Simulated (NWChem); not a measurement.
## Basis-set convergence for Cl$_{2}$Te

```xyz
3

Te     0.0000     0.0000    -0.5955
Cl     1.8514     0.0000     0.9108
Cl    -1.8514     0.0000     0.9108
```
Charge 0, spin multiplicity 1.

Everything below was run with NWChem. The geometry was optimised at PBE/def2-SVP with def2 effective core potentials on Te, a minimum by its harmonic frequencies.

Quantity: dipole moment at the level PBE0.

Effective core potentials replace the inner electrons of Te; spin-orbit coupling is left out. The structure started from a generated list of species.

```
basis       functions  dipole moment (D)
----------  ---------  -----------------
def2-SVP           62                ___
def2-SVPD          89                ___
def2-TZVP         124               2.12
def2-TZVPP        134               2.12
def2-TZVPD        151               2.06
def2-QZVP         222               2.06
```

Question: Fill in the missing entries.

Answer: 
- def2-SVP, dipole moment (D): 2.27
- def2-SVPD, dipole moment (D): 2.16
